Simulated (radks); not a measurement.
Values are calculated unless marked as measured or tabulated.
Q: Valence configurations of Pb II. Level of theory: Dirac Kohn-Sham, PBE, spin-unpolarised, spherical densities, point nucleus; open shells fill j = l - 1/2 first (a radial shooting solver on a logarithmic mesh with Libxc functionals). Order these by energy: [Xe] 4f13.5 5d10 6s2 6p1.5; [Xe] 4f13 5d10 6s2 6p2; [Xe] 4f14 5d9 6s2 6p2; [Xe] 4f14 5d10 6p3; [Xe] 4f14 5d9.5 6s2 6p1.5; [Xe] 4f14 5d10 6s1 6p2; [Xe] 4f14 5d9.5 6s1.5 6p2; [Xe] 4f12 5d10 6s2 6p3; [Hg] 6p1; [Xe] 4f13 5d9.5 6s2 6p2.5.

A: From the lowest, in eV above it: [Hg] 6p1 0.000; [Xe] 4f14 5d10 6s1 6p2 7.988; [Xe] 4f14 5d9.5 6s2 6p1.5 8.501; [Xe] 4f14 5d9.5 6s1.5 6p2 12.618; [Xe] 4f14 5d9 6s2 6p2 17.657; [Xe] 4f14 5d10 6p3 18.146; [Xe] 4f13.5 5d10 6s2 6p1.5 65.384; [Xe] 4f13 5d10 6s2 6p2 135.13; [Xe] 4f13 5d9.5 6s2 6p2.5 146.91; [Xe] 4f12 5d10 6s2 6p3 290.53. NIST lists [Hg] 6p1 as the ground configuration; this level of theory agrees among the configurations tried. The energies are those of spherical spin-averaged densities, not of single terms.
